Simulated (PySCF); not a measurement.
# Calculated NMR data

Theoretical values (PySCF): GIAO PBE0/pcSseg-1 shieldings, geometry from GFN2-xTB. No relativistic terms, gas phase, a single conformation, averaged over atoms made equivalent by symmetry, fast rotation or ring inversion.

Shifts are taken against calculated references (same method and geometry level): 1H and 13C vs TMS. Splittings of carbon signals by F and P are missing where no couplings were computed. Where no couplings were computed, multiplicities follow the n + 1 count of equivalent neighbours, and m marks all less simple cases (inequivalent or close neighbours, rings, F or P nearby). Shifts are as computed. Against solution values, carbons near 30 ppm lie about +3 ppm off and those near 130 ppm about +5 ppm. Of 1211 compounds with measured shifts, 218 miss one by over three times the rms of a fit or turn the order of signals round; such compounds aren't used in these exercises.

**1.** `C/C=P\C(F)=C(F)F`, C$_{4}$H$_{4}$F$_{3}$P. 1H NMR (500 MHz, computed): δ 8.91 (m, 1H), 2.61 (m, 3H). 13C{1H} NMR (computed): δ 206.2, 170.2, 139.3, 28.4.

**2.** `Cl[SiH2]C1CCC1`, C$_{4}$H$_{9}$ClSi. 1H NMR (500 MHz, computed): δ 4.96 (d, 2H), 2.38 (m, 1H), 2.34 (m, 1H), 2.21 (m, 2H), 2.07 (m, 1H), 2.01 (m, 2H). 13C{1H} NMR (computed): δ 23.1 (CH2), 22.3 (CH), 21.4 (CH2).
